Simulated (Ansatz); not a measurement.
`[F][Al]([Cl])[Br]` + H₂O → `[OH][Al]([F])[Cl]` + HBr  (formal hydrolysis of the Al–Br bond)

Computed with Ansatz on PBE0-D4/def2-TZVP structures; ΔE is electronic, products minus reactants. CCSD(T)/CBS adds triple-zeta CCSD(T) − MP2 to the extrapolated MP2 energy (def2 sets, frozen cores). This one scheme is used for every species. DFT in def2-TZVPP. B3LYP here is the variant with VWN-RPA as its local correlation; programs differ in this. HSE06 is defined as in plane-wave codes. For Br outer-core shells are correlated without core-valence functions, which leaves a few kJ/mol of doubt a bond. Scalar relativity is left out up to krypton. One conformer a species, not always the lowest.

| level | ΔE (kcal/mol) | difference from CCSD(T)/CBS |
| --- | --- | --- |
| LDA (SPW92) | 3.7 | -2.0 |
| PBE-D4 | 5.2 | -0.5 |
| revPBE-D4 | 5.3 | -0.4 |
| BLYP-D4 | 2.9 | -2.8 |
| r2SCAN-D4 | 4.5 | -1.2 |
| B97M-V | 3.9 | -1.8 |
| B3LYP-D4 | 3.8 | -1.9 |
| r2SCANh-D4 | 4.8 | -0.9 |
| r2SCAN0-D4 | 5.3 | -0.4 |
| HSE06-D4 | 6.2 | 0.5 |
| BHLYP-D4 | 4.7 | -1.0 |
| CAM-B3LYP-D4 | 2.8 | -2.9 |
| ωB97X-V | 4.4 | -1.3 |
| ωB97M-V | 4.5 | -1.2 |
| B2PLYP | 3.5 | -2.2 |
| PBE-QIDH | 5.7 | 0.0 |
| PBE | 4.8 | -0.9 |
| BLYP | 2.3 | -3.4 |
| PBE0 | 5.7 | 0.0 |
| B3LYP | 3.1 | -2.6 |
| r2SCANh | 4.7 | -1.0 |
| r2SCAN0 | 5.2 | -0.5 |
| HSE06 | 5.8 | 0.1 |
| BHLYP | 3.7 | -2.0 |
| CAM-B3LYP | 2.4 | -3.3 |
| LC-ωPBE | 4.3 | -1.4 |
| RPA@PBE/def2-TZVPP | 3.2 | -2.5 |
| HF/def2-SVP | 5.1 | -0.6 |
| CCSD/def2-SVP | 3.6 | -2.1 |
| CCSD(T)/def2-SVP | 3.7 | -2.0 |
| HF/def2-TZVPP | 4.9 | -0.8 |
| MP2/def2-TZVPP | 4.7 | -1.0 |
| SCS-MP2/def2-TZVPP | 3.8 | -1.9 |
| CCSD/def2-TZVPP | 3.9 | -1.8 |
| CCSD(T)/def2-TZVPP | 4.0 | -1.7 |
| HF/def2-QZVPP | 4.7 | -1.0 |
| SCS-MP2/def2-QZVPP | 4.7 | -1.0 |
| HF/CBS(def2) | 4.7 | -1.0 |
| MP2/CBS(def2) | 6.3 | 0.6 |
| CCSD/CBS(def2) | 5.5 | -0.2 |
| CCSD(T)/CBS | 5.7 | 0 |

**Question.** What do rigid-rotor, harmonic-oscillator terms from PBE0-D4/def2-TZVP frequencies (298.15 K, 1 bar) make of the CCSD(T)/CBS value? (An estimate is asked.)

**Answer.** Ansatz gave: ΔZPE = -1.8 kcal/mol, ΔH = +3.6 kcal/mol, ΔS = -7 J/(mol·K), ΔG = +4.1 kcal/mol.

Largest T1 diagnostic among the species: 0.011.

Leaving LDA and LC-ωPBE aside and taking each functional with its dispersion term where it has one, the values spread over 3.3 kcal/mol, from CAM-B3LYP-D4 to HSE06-D4. LDA lies −1.1 kcal/mol from PBE without D4. From BLYP to BHLYP (50 % exact exchange), in def2-TZVPP and without D4, ΔE moves by +1.5 kcal/mol. At CCSD(T), def2-SVP lies −2.0 kcal/mol from the extrapolated value and def2-TZVPP −1.7 kcal/mol.
